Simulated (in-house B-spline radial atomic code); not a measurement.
Whole-atom quantities along the 2-electron series, configuration 1s2. Breit and QED terms are first order and not part of the total energy; the density at the nucleus is averaged over the nuclear charge. Computed with an all-electron radial atomic-structure program (B-spline basis): Dirac-Hartree-Fock, average of the configuration, finite nuclei.

| ion | Z | E/Z² (Eh) | Σ<r²> (bohr²) | n(0)/Z³ (bohr⁻³) | Lamb diamagnetic shielding (ppm) | repulsion over attraction | Breit energy (eV) | self-energy (eV) | vacuum polarisation (eV) | Dirac less non-relativistic energy (Eh) |
| --- | --- | --- | --- | --- | --- | --- | --- | --- | --- | --- |
| Nd58+ | 60 | -1.0418 | 0.001498 | 1.7122 | 2354.5 | 0.0050576 | 81.901 | 145.04 | -22.277 | -187.91 |
| Pm59+ | 61 | -1.0439 | 0.0014425 | 1.7636 | 2403.43 | 0.0049693 | 86.282 | 153.66 | -23.957 | -201.54 |
| Sm60+ | 62 | ? | ? | ? | ? | ? | ? | ? | ? | ? |
| Eu61+ | 63 | -1.0483 | 0.0013396 | 1.8686 | 2503.06 | 0.0048007 | 95.543 | 172.06 | -27.637 | -231.14 |
| Gd62+ | 64 | -1.0506 | 0.0012917 | 1.9271 | 2553.82 | 0.0047201 | 100.43 | 181.87 | -29.651 | -247.18 |
| Tb63+ | 65 | ? | ? | ? | ? | ? | ? | ? | ? | ? |
| Dy64+ | 66 | -1.0553 | 0.0012023 | 2.0546 | 2657.32 | 0.0045659 | 110.75 | 202.77 | -34.059 | -281.94 |
| Ho65+ | 67 | -1.0577 | 0.0011606 | 2.1287 | 2710.14 | 0.004492 | 116.18 | 213.9 | -36.471 | -300.75 |
| Er66+ | 68 | -1.0602 | 0.0011207 | 2.1982 | 2763.66 | 0.0044202 | 121.81 | 225.49 | -39.022 | -320.53 |
| Tm67+ | 69 | -1.0627 | 0.0010825 | 2.2806 | 2817.97 | 0.0043503 | 127.64 | 237.58 | -41.736 | -341.37 |
| Yb68+ | 70 | ? | ? | ? | ? | ? | ? | ? | ? | ? |
| Lu69+ | 71 | -1.0678 | 0.001011 | 2.4302 | 2928.86 | 0.0042161 | 139.89 | 263.3 | -47.637 | -386.24 |
| Hf70+ | 72 | -1.0705 | 0.00097745 | 2.5244 | 2985.63 | 0.0041515 | 146.34 | 276.96 | -50.868 | -410.46 |
| Ta71+ | 73 | -1.0733 | 0.00094526 | 2.6193 | 3043.25 | 0.0040885 | 153 | 291.19 | -54.288 | -435.88 |
| W72+ | 74 | -1.076 | 0.00091435 | 2.7171 | 3101.78 | 0.0040271 | 159.89 | 306.02 | -57.909 | -462.56 |
| Re73+ | 75 | -1.0789 | 0.00088467 | 2.822 | 3161.28 | 0.0039672 | 167 | 321.45 | -61.748 | -490.57 |
| Os74+ | 76 | -1.0818 | 0.00085616 | 2.9246 | 3221.72 | 0.0039088 | 174.35 | 337.51 | -65.806 | -519.93 |
| Ir75+ | 77 | -1.0848 | 0.00082873 | 3.0431 | 3283.24 | 0.0038516 | 181.94 | 354.23 | -70.117 | -550.76 |

**Question.** Fill in the row of Sm60+.

**Answer.** E/Z² (Eh): -1.0461; Σ<r²> (bohr²): 0.0013898; n(0)/Z³ (bohr⁻³): 1.8112; Lamb diamagnetic shielding (ppm): 2452.93; repulsion over attraction: 0.0048837; Breit energy (eV): 90.827; self-energy (eV): 162.66; vacuum polarisation (eV): -25.74; Dirac less non-relativistic energy (Eh): -215.93.

**Question.** Fill in the row of Tb63+.

**Answer.** E/Z² (Eh): -1.0529; Σ<r²> (bohr²): 0.0012459; n(0)/Z³ (bohr⁻³): 2.0027; Lamb diamagnetic shielding (ppm): 2605.28; repulsion over attraction: 0.0046419; Breit energy (eV): 105.5; self-energy (eV): 192.1; vacuum polarisation (eV): -31.799; Dirac less non-relativistic energy (Eh): -264.14.

**Question.** Fill in the row of Yb68+.

**Answer.** E/Z² (Eh): -1.0652; Σ<r²> (bohr²): 0.001046; n(0)/Z³ (bohr⁻³): 2.3521; Lamb diamagnetic shielding (ppm): 2873; repulsion over attraction: 0.0042823; Breit energy (eV): 133.66; self-energy (eV): 250.18; vacuum polarisation (eV): -44.6; Dirac less non-relativistic energy (Eh): -363.24.

**Question.** With what power of Z does the column «Σ<r²> (bohr²)» change over this range?

**Answer.** A fit of the logarithm of its size against log Z from Z = 60 to 77 has slope -2.37. Unscreened non-relativistic hydrogenic orbitals would give -2.
